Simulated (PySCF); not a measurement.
C$_{2}$H$_{9}$NSi$_{2}$ (SMILES CN(C)[Si][SiH3]), singlet, at a GFN2-xTB geometry; CASSCF(6,4)/STO-3G (PySCF).

PySCF was given this input:
```python
from pyscf import gto, scf, mcscf
import numpy

mol = gto.M(
    atom='''
Si    0.75647005    0.49251163    0.47858185
N     0.33205692   -1.09060619   -0.04607314
C     1.23084019   -2.18968198    0.19240963
C    -0.86100279   -1.51982119   -0.73274063
H     0.74915489   -2.95920459    0.80586803
H     1.53595186   -2.65383393   -0.75204092
H     2.11718466   -1.83230464    0.71009437
H    -0.60659770   -1.96962354   -1.69973293
H    -1.39319625   -2.27491720   -0.14221686
H    -1.52722117   -0.67840326   -0.90427457
Si   -0.88751545    1.98497574   -0.05914408
H    -1.21085663    2.62391236    1.23187940
H    -2.20021909    1.92408532   -0.73403936
H    -0.17298791    3.02672868   -0.82316788
''',
    basis='sto-3g',
    verbose=4,
)

mf = scf.RHF(mol)
mf.kernel()
mc = mcscf.CASSCF(mf, 4, 6)
mc.fix_spin_(ss=0.0)
mc = mc.newton()
mc.kernel()
occ = numpy.linalg.eigvalsh(mc.fcisolver.make_rdm1(mc.ci, mc.ncas, mc.nelecas))[::-1]
ss = mc.fcisolver.spin_square(mc.ci, mc.ncas, mc.nelecas)[0]
print('natural occupations', occ.round(4), ' <S^2>', round(ss, 4))
```

The log (banner, timings and long lists left out):

```
PySCF version 2.14.0

[INPUT] verbose = 4
[INPUT] num. atoms = 14
[INPUT] num. electrons = 56
[INPUT] charge = 0
[INPUT] spin (= nelec alpha-beta = 2S) = 0
[INPUT] symmetry False subgroup None
[INPUT] Mole.unit = angstrom
[INPUT] Symbol           X                Y                Z      unit          X                Y                Z       unit  Magmom
[INPUT]  1 Si     0.756470050000   0.492511630000   0.478581850000 AA    1.429521215936   0.930712093863   0.904388624688 Bohr   0.0
[INPUT]  2 N      0.332056920000  -1.090606190000  -0.046073140000 AA    0.627496636567  -2.060947008855  -0.087065616299 Bohr   0.0
[INPUT]  3 C      1.230840190000  -2.189681980000   0.192409630000 AA    2.325950862208  -4.137899242095   0.363601504429 Bohr   0.0
[INPUT]  4 C     -0.861002790000  -1.519821190000  -0.732740630000 AA   -1.627059465586  -2.872045807411  -1.384679111041 Bohr   0.0
[INPUT]  5 H      0.749154890000  -2.959204590000   0.805868030000 AA    1.415697566979  -5.592086221656   1.522869869243 Bohr   0.0
[INPUT]  6 H      1.535951860000  -2.653833930000  -0.752040920000 AA    2.902528355916  -5.015019307778  -1.421151373266 Bohr   0.0
[INPUT]  7 H      2.117184660000  -1.832304640000   0.710094370000 AA    4.000899162530  -3.462553946370   1.341883881896 Bohr   0.0
[INPUT]  8 H     -0.606597700000  -1.969623540000  -1.699732930000 AA   -1.146303520791  -3.722049059096  -3.212029722605 Bohr   0.0
[INPUT]  9 H     -1.393196250000  -2.274917200000  -0.142216860000 AA   -2.632759350271  -4.298970464062  -0.268750915696 Bohr   0.0
[INPUT] 10 H     -1.527221170000  -0.678403260000  -0.904274570000 AA   -2.886029742938  -1.281996363412  -1.708831278709 Bohr   0.0
[INPUT] 11 Si    -0.887515450000   1.984975740000  -0.059144080000 AA   -1.677161131820   3.751060512506  -0.111766113089 Bohr   0.0
[INPUT] 12 H     -1.210856630000   2.623912360000   1.231879400000 AA   -2.288187406814   4.958475735261   2.327914684494 Bohr   0.0
[INPUT] 13 H     -2.200219090000   1.924085320000  -0.734039360000 AA   -4.157811494140   3.635994295096  -1.387133355051 Bohr   0.0
[INPUT] 14 H     -0.172987910000   3.026728680000  -0.823167880000 AA   -0.326899772761   5.719688258566  -1.555561847739 Bohr   0.0

nuclear repulsion = 277.293577322759
number of shells = 28
number of NR pGTOs = 126
number of NR cGTOs = 42
basis = sto-3g
ecp = {}

******** <class 'pyscf.scf.hf.RHF'> ********
method = RHF
initial guess = minao
damping factor = 0
level_shift factor = 0
DIIS = <class 'pyscf.scf.diis.CDIIS'>
diis_start_cycle = 1
diis_space = 8
diis_damp = 0
SCF conv_tol = 1e-09
SCF conv_tol_grad = None
SCF max_cycles = 50
direct_scf = True
direct_scf_tol = 1e-13
Set gradient conv threshold to 3.16228e-05
Initial guess from minao.
init E= -705.081242112827
  HOMO = -0.149225410513714  LUMO = 0.0599140198174284  gap/eV = 5.69097
cycle= 1 E= -704.934241326828  delta_E= 0.147  |g|= 0.267  |ddm|= 4.35
  HOMO = -0.182158570919484  LUMO = 0.252383207806703  gap/eV = 11.82448
cycle= 2 E= -704.962811296399  delta_E= -0.0286  |g|= 0.0868  |ddm|= 0.527
  HOMO = -0.190360392750032  LUMO = 0.240635790790103  gap/eV = 11.72800
cycle= 3 E= -704.966074891798  delta_E= -0.00326  |g|= 0.0352  |ddm|= 0.169
  HOMO = -0.196724721408924  LUMO = 0.239604344335056  gap/eV = 11.87312
cycle= 4 E= -704.966685350027  delta_E= -0.00061  |g|= 0.00705  |ddm|= 0.083
  HOMO = -0.196115488835079  LUMO = 0.240570088745981  gap/eV = 11.88282
cycle= 5 E= -704.96674124233  delta_E= -5.59e-05  |g|= 0.00345  |ddm|= 0.0234
  HOMO = -0.196467211150325  LUMO = 0.240680219033321  gap/eV = 11.89539
cycle= 6 E= -704.96675389516  delta_E= -1.27e-05  |g|= 0.000483  |ddm|= 0.0149
  HOMO = -0.196636663898505  LUMO = 0.240546619502646  gap/eV = 11.89636
cycle= 7 E= -704.966754162244  delta_E= -2.67e-07  |g|= 0.000105  |ddm|= 0.00201
  HOMO = -0.196612226556477  LUMO = 0.240566381317561  gap/eV = 11.89624
cycle= 8 E= -704.966754171859  delta_E= -9.61e-09  |g|= 1.15e-05  |ddm|= 0.000395
  HOMO = -0.19661184333777  LUMO = 0.240566232168324  gap/eV = 11.89622
cycle= 9 E= -704.966754171952  delta_E= -9.32e-11  |g|= 1.55e-06  |ddm|= 3.59e-05
  HOMO = -0.196612062912806  LUMO = 0.240565874715283  gap/eV = 11.89622
Extra cycle  E= -704.966754171955  delta_E= -3.41e-12  |g|= 5.58e-07  |ddm|= 3.74e-06
converged SCF energy = -704.966754171955

******** <class 'pyscf.mcscf.newton_casscf.CASSCF'> ********
CAS (3e+3e, 4o), ncore = 25, nvir = 13
max_cycle_macro = 50
max_cycle_micro = 10
conv_tol = 1e-07
conv_tol_grad = None
orbital rotation max_stepsize = 0.03
augmented hessian ah_max_cycle = 30
augmented hessian ah_conv_tol = 1e-12
augmented hessian ah_linear dependence = 1e-14
augmented hessian ah_level shift = 1e-08
augmented hessian ah_start_tol = 500
augmented hessian ah_start_cycle = 3
augmented hessian ah_grad_trust_region = 3
kf_trust_region = 3
kf_interval = 5
natorb = False
canonicalization = True
internal_rotation = False
******** <class 'pyscf.fci.addons.SpinPenaltyFCISolver'> ********
max. cycles = 50
conv_tol = 1e-08
davidson only = True
linear dependence = 1e-12
level shift = 0.001
max iter space = 12
nroots = 1
pspace_size = 400
spin = None

WARN: SO-CASSCF (Second order CASSCF) is an experimental feature. Its performance is bad for large systems.

CASCI E = -704.97435304654  dE = -704.97435  S^2 = 0.0000000
Set conv_tol_grad to 0.000316228
macro 1 (20 JK  15 micro), CASSCF E = -704.97733450405  dE = -0.002981  |grad|=0.058  S^2 = 0.0000000
macro 2 (11 JK  7 micro), CASSCF E = -704.980852893648  dE = -0.003518  |grad|=0.0212  S^2 = 0.0000000
macro 3 (11 JK  7 micro), CASSCF E = -704.981649356989  dE = -0.0007965  |grad|=0.00976  S^2 = 0.0000000
macro 4 (11 JK  7 micro), CASSCF E = -704.981877993952  dE = -0.0002286  |grad|=0.00601  S^2 = 0.0000000
macro 5 (10 JK  6 micro), CASSCF E = -704.982013775362  dE = -0.0001358  |grad|=0.00197  S^2 = 0.0000000
macro 6 (6 JK  2 micro), CASSCF E = -704.982029971575  dE = -1.62e-05  |grad|=0.000755  S^2 = 0.0000000
macro 7 (11 JK  7 micro), CASSCF E = -704.982034409077  dE = -4.438e-06  |grad|=0.000343  S^2 = 0.0000000
macro 8 (13 JK  9 micro), CASSCF E = -704.982034404965  dE = 4.111e-09  |grad|=7.03e-05  S^2 = 0.0000000
newton CASSCF converged in 8 macro (17 KF 76 Hx) steps
CASSCF canonicalization
Density matrix diagonal elements [1.98955416 1.98493547 1.97957349 0.04593688]
CASSCF energy = -704.982034404965
CASCI E = -704.982034404965  E(CI) = -6.90181949431042  S^2 = 0.0000000
natural occupations [1.9994 1.9872 1.9697 0.0437]  <S^2> 0.0
```
